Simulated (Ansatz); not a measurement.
Two structures of BH$_{4}$SeF, closed shell, reached by relaxing down either side of one saddle point (PBE0-D4/def2-TZVP). Energies are electronic, without zero-point energy. Program: Ansatz 0.2.0. Basis: def2-TZVPP and def2-QZVPP. Cores are frozen in the correlated methods. Filled d shells of the heavier atoms are correlated. The def2 sets are not built for correlating such inner shells, so the correlated values are less sure here. Extrapolation: Hartree–Fock as exp(−7.88 √X), correlation as X^−2.97. First:

```xyz
7
angstrom
B -0.4447 -0.9044 0.2777
F 0.7470 -1.4881 0.0090
H -1.3232 -1.0499 -0.5342
H -0.7246 -0.7353 1.4375
H 0.6136 1.2216 -1.4887
Se -0.0740 1.4131 -0.2050
H 1.2059 1.5431 0.5036
```

Second:

| atom | x (Å) | y (Å) | z (Å) |
| --- | --- | --- | --- |
| B1 | -0.9892 | -0.2080 | 0.5556 |
| F2 | 1.7657 | -1.1406 | -1.4100 |
| H3 | -1.7911 | -0.8104 | -0.0835 |
| H4 | -0.6520 | -0.5106 | 1.6530 |
| H5 | 1.2483 | -0.3988 | -1.1943 |
| Se6 | -0.2479 | 1.3337 | -0.3001 |
| H7 | 0.6662 | 1.7347 | 0.7793 |

(1) Which bonds change from the first to the second?

(2) Give the saddle point's structure and its height above each. (To be estimated.)

No T1 diagnostic of these runs exceeds 0.012.

Answers

(1) BH₂F ([BH2][F]) + H₂Se → BH₃Se ([BH2][SeH]) + HF; bonds formed: F2–H5; dative contacts that become bonds: B1–Se6; bonds broken: B1–F2, H5–Se6.

(2) The calculation gives: 1.071 eV above the first and 0.601 eV above the second (CCSD(T) at an estimated basis limit (MP2 extrapolated from triple and quadruple zeta, plus CCSD(T) − MP2 in triple zeta)).
B1  (-0.480, -0.560, 0.197)
F2  (0.770, -1.068, -0.605)
H3  (-1.468, -0.950, -0.346)
H4  (-0.298, -0.723, 1.363)
H5  (0.833, 0.072, -0.888)
Se6  (-0.140, 1.441, -0.405)
H7  (0.783, 1.787, 0.685)
(Å)

Labels in which every atom is bracketed show which atoms are joined, not bond orders.

For scale, one of the runs: CCSD(T)/def2-TZVPP, 166 basis functions, launched by `ansatz run in.yaml --threads 2 --pin off --events-out ev --progress --plain --max-ram 4352MiB`. The run took 42 s on 2 CPU threads of an Arm Neoverse V2 (shared host), with 1.4 GiB of host memory at its peak.
